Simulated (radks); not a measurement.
Species: Nd III. Configuration: [Xe] 5d2 6s2 (not the ground configuration). All-electron calculation, Dirac Kohn-Sham, PBEsol, spin-unpolarised, spherical densities, point nucleus; open shells fill j = l - 1/2 first. Program: a radial shooting solver on a logarithmic mesh with Libxc functionals. Some entries of the table are withheld. Estimate them.

| orbital | occ. | eigenvalue (eV) | <r> (bohr) |
|---|---|---|---|
| 1s1/2 | 2 | -43394.18 | 0.02363 |
| 2s1/2 | 2 | -7061.198 | (1) |
| 2p1/2 | 2 | -6682.918 | 0.08426 |
| 2p3/2 | 4 | -6163.477 | 0.09067 |
| 3s1/2 | 2 | -1578.673 | 0.2662 |
| 3p1/2 | 2 | -1417.227 | (2) |
| 3p3/2 | 4 | -1313.640 | (3) |
| 3d3/2 | 4 | -1032.218 | 0.2397 |
| 3d5/2 | 6 | -1009.862 | 0.2436 |
| 4s1/2 | 2 | -356.1969 | 0.6011 |
| 4p1/2 | 2 | -294.8486 | 0.6153 |
| 4p3/2 | 4 | -271.5146 | 0.6419 |
| 4d3/2 | 4 | -170.1806 | 0.6803 |
| 4d5/2 | 6 | -165.9247 | 0.6892 |
| 5s1/2 | 2 | -73.2292 | 1.354 |
| 5p1/2 | 2 | (4) | 1.478 |
| 5p3/2 | 4 | (5) | 1.545 |
| 5d3/2 | 2 | (6) | 1.998 |
| 5d5/2 | 0 | (7) | 2.027 |
| 6s1/2 | 2 | -18.3656 | (8) |

Answer. 
(1) 2s1/2 <r> (bohr): 0.1005
(2) 3p1/2 <r> (bohr): 0.2558
(3) 3p3/2 <r> (bohr): 0.2683
(4) 5p1/2 eigenvalue (eV): -54.4872
(5) 5p3/2 eigenvalue (eV): -50.2642
(6) 5d3/2 eigenvalue (eV): -23.9103
(7) 5d5/2 eigenvalue (eV): -23.3976
(8) 6s1/2 <r> (bohr): 3.145
